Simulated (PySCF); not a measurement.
# Reading the logs of faulty runs: BH4O2Si anion

All numbers below are calculated, not measured. The program is PySCF 2.14.0, an open-source quantum chemistry code, run on an isolated molecule that a program drew, which may never have been made. The molecule is BH4O2Si anion (charge -1, singlet), drawn as the SMILES string `OB(O)[SiH2-]`.

Each row is a Hartree-Fock (HF) and frozen-core CCSD(T) single point in the aug-cc-pV(D+d)Z basis, meant for a local HF minimum. Run 1 is clean. Each other run has one planted mistake out of seven kinds, and not every kind appears here: one electron removed, one electron added, multiplicity raised by two, geometry at a saddle point, minimal basis STO-3G, one bond length entered in bohr, all coordinates scaled. The reference is restricted for singlets and unrestricted otherwise, and also for a bond in bohr. Adding or removing an electron swaps singlet and doublet. Electrons count all cores. HOMO and LUMO are orbital energies over both spins, the gradient is its largest component, and the lowest frequency (negative if imaginary) is given only where the gradient is small. Bond lengths are over the 7 bonds as drawn. T1 is the CCSD diagnostic: over 0.02 (restricted) or 0.045 (unrestricted) a single reference is doubtful.

Geometry of the clean run:
```xyz
8
BH4O2Si anion, angstrom
O    -0.6080    1.7682    0.4007
B    -0.9735    0.4287    0.4069
O    -0.5181   -0.2085    1.5533
Si   -2.1843   -0.4523   -1.0093
H    -0.9023    2.1800   -0.3923
H    -0.7522   -1.1194    1.5318
H    -1.4932   -1.8196   -1.0967
H    -1.5848    0.1890   -2.2680
```

| run | electrons | basis functions | <S^2> | HOMO (eV) | LUMO (eV) | gradient (hartree/bohr) | lowest frequency (cm^-1) | mean bond (Å) | longest bond (Å) | T1 | HF (hartree) | CCSD(T) (hartree) | mistake |
|---|---|---|---|---|---|---|---|---|---|---|---|---|---|
| 1 | 40 | 137 | 0.000 | -2.01 | 3.91 | 9.0e-06 | 74 | 1.3984 | 2.061 | 0.0171 | -465.78136 | -466.44463 | no fault |
| 2 | 40 | 137 | 0.000 | -3.47 | 3.60 | 5.5e-02 | - | 1.5748 | 2.624 | 0.0294 | -465.61727 | -466.30306 | one bond length entered in bohr |
| 3 | 40 | 28 | 0.000 | 3.08 | 16.07 | 6.7e-02 | - | 1.3984 | 2.061 | 0.0154 | -459.85668 | -460.04409 | minimal basis STO-3G |
| 4 | 40 | 137 | 2.010 | 0.78 | 3.28 | 4.4e-02 | - | 1.3984 | 2.061 | 0.0386 | -465.71767 | -466.35731 | multiplicity raised by two |
| 5 | 40 | 137 | 0.000 | -0.89 | 4.00 | 3.9e-05 | -596 | 1.3723 | 1.970 | 0.0155 | -465.75812 | -466.42389 | ? |

**Which mistake was planted in run 5, and what did it cost?**

The gradient is small, so the point is stationary, but the lowest frequency is imaginary (-596 cm^-1). So the mistake is: geometry at a saddle point. Subtracting run 1 and multiplying by 627.51 kcal/mol a hartree, the energy moved by 14.6 kcal/mol in HF and 13.0 kcal/mol in CCSD(T).

Cautions from the logs. Run 3: the HOMO is above zero, so the electron isn't bound and the energy depends on the basis; run 4: the HOMO is above zero, so the electron isn't bound and the energy depends on the basis.
